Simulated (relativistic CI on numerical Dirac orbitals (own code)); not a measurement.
Co²⁺ in a cubic cluster: L2,3 absorption with charge transfer

Computed with a charge-transfer multiplet model of a cubic metal-ligand cluster with up to 3 ligand holes, Slater and spin-orbit integrals from Dirac-Coulomb-Breit ions, Slater integrals scaled by 0.8. The parameters are those of a tetrahedral site (10Dq negative, t2 hopping the larger). The ground state mixes d7 with configurations of k ligand holes L, whose averages lie at kΔ + k(k − 1)U_dd/2; a core hole lowers each added d electron by U_cd. 300 K, Lorentzian 0.4 eV and Gaussian 0.3 eV FWHM.

Atomic integrals in eV (Slater integrals scaled, ζ unscaled), ground: F2dd 9.233, F4dd 5.731, zeta_d 0.063; with the core hole: F2dd 9.869, F4dd 6.132, zeta_d 0.084, zeta_core 9.670, F2cd 5.831, G1cd 4.368, G3cd 2.482.

Cluster parameters (eV): U_dd = 7, U_cd = 8.5, 10Dq = -0.35, 10Dq(ligand) = 0, V(eg) = 1.05, V(t2g) = -1.78, final-state hopping factor = 1.

```
      Case   n_d    d7   d8L  d9L2  d10L3     S
Δ = 0.5 eV  7.46  0.57  0.40  0.03   0.00  1.50
Δ = 1.5 eV  7.36  0.66  0.32  0.02   0.00  1.50
Δ = 2.5 eV  7.29  0.73  0.26  0.01   0.00  1.50
Δ = 3.5 eV  7.22  0.78  0.21  0.01   0.00  1.50
Δ = 4.5 eV  7.18  0.83  0.17  0.01   0.00  1.50
```

Weights, n_d and S are thermal averages at 300 K. Photon energies count from the first peak over 30 % of the highest in each spectrum, which can be another peak from case to case. The parameters are a model scan and need not match a compound or its usual spin state. Peaks in eV (height, largest 100):
- Δ = 0.5 eV: 0.0 (100), 3.7 (6), 4.5 (6), 5.6 (5), 15.0 (32)
- Δ = 1.5 eV: 0.0 (100), 0.9 (55), 3.9 (6), 4.7 (7), 15.2 (35)
- Δ = 2.5 eV: 0.0 (100), 1.0 (63), 5.3 (6), 15.4 (40), 16.6 (12)
- Δ = 3.5 eV: 0.0 (100), 0.9 (70), 5.8 (5), 15.4 (44), 16.9 (11)
- Δ = 4.5 eV: 0.0 (100), 0.9 (77), 15.5 (48), 17.1 (12), 17.8 (7)

Curve for Δ = 4.5 eV (points under 2 left out, the grid thinned):

E (eV), Intensity and a bar:
```
     -2.4        2.1 
     -2.1        2.7 
     -1.7        4.2 #
     -1.4        6.6 #
     -1.1       12.6 ###
     -0.7       39.8 ############
     -0.4       61.1 ##################
      0.0      100.0 ##############################
      0.3       91.2 ###########################
      0.6       79.6 ########################
      1.0       75.9 #######################
      1.3       65.9 ####################
      1.6       43.7 #############
      2.0       30.3 #########
      2.3       25.9 #######
      2.6       19.4 #####
      3.0       15.2 ####
      3.3       12.7 ###
      3.7       10.4 ###
      4.0        7.6 ##
      4.3        4.7 #
      4.7        2.4 
      5.0        2.2 
      5.3        2.6 
      5.7        3.4 
      6.0        3.6 
      6.3        3.8 #
      6.7        3.1 
      8.2        2.0 
      8.6        2.2 
     13.8        3.1 
     14.1        6.8 #
     14.5       15.4 ####
     14.8       24.0 #######
     15.1       34.4 ##########
     15.5       48.2 ##############
     15.8       35.7 ##########
     16.1       19.8 #####
     16.5        8.5 ##
     16.8       10.0 ##
     17.2       11.3 ###
     17.5        7.3 ##
     17.8        6.7 #
     18.2        3.7 #
     18.5        2.1
```

For the case Δ = 2.5 eV, Δ = 2.5 eV is smaller than U_dd = 7 eV, the charge-transfer side of the Zaanen-Sawatzky-Allen scheme. With the core hole the configuration with one ligand hole lies at Δ + U_dd − U_cd = -1.0, 0.0, 1.0, 2.0, 3.0 eV from the one without, in the order of the table; where this is negative the screened configuration lies lower, though the effective hopping of about 2.9 eV (from the holes of the mixed ground state) mixes the two strongly wherever it is as large as the gap.
